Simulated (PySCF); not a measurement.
Input file for PySCF: R-HF/3-21G on HF (SMILES F).

```python
from pyscf import gto, scf, dft, mp
from pyscf.data.elements import chemcore

mol = gto.M(
    atom='''
    F    -0.09966557   -0.05492580   -0.30703798
    H     0.01984255    0.44260732    0.47216502
    ''',
    basis='3-21g',
    charge=0, spin=0, verbose=3, max_memory=1800)
mf = scf.RHF(mol)
mf.conv_tol = 1e-8
mf.max_cycle = 100
mf.kernel()
if not mf.converged:
    mf = mf.newton().run(mf.mo_coeff, mf.mo_occ)
```

It printed:

```
converged SCF energy = -99.4601891131936
```

The calculation finished and met its thresholds.

Cost: about 0.09 core-seconds (a rough figure).
